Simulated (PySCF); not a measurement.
Gas-phase reaction: 3 SnH2F2 + 2 SnF3 = 4 SnHF3 + SnH2

Computed with PySCF and rigid-rotor harmonic-oscillator thermochemistry at 1 bar. † marks an energy on the PBE0/def2-TZVP geometry and frequencies; other levels use their own. CCSD(T) freezes the core. Open shells (unrestricted): SnF3 (multiplicity 2); the rest are closed-shell singlets. Sn: scalar-relativistic def2 core potential, no spin-orbit coupling. SnH2F2, SnF3, SnHF3, SnH2: computed as isolated molecules; such fragments, hydroxides, amides, oligomers or adducts are transient or little studied in the gas. CCSD(T) isn't extrapolated to the basis-set limit.

| level | ΔH°(298 K), kJ |
|---|---|
| CCSD(T)/def2-SVP† | -94 |
| HF/def2-TZVP† | -48 |
| M06-2X/def2-TZVP† | … |
| PBE/def2-SVP | -39 |
| PBE0/def2-QZVP† | -57 |
| PBE0/def2-SVP† | … |
| ωB97M-V/def2-TZVP† | … |

Question: Some entries are withheld; supply them.

Answer: 
- M06-2X/def2-TZVP†, ΔH°(298 K), kJ: -56
- PBE0/def2-SVP†, ΔH°(298 K), kJ: -54
- ωB97M-V/def2-TZVP†, ΔH°(298 K), kJ: -72
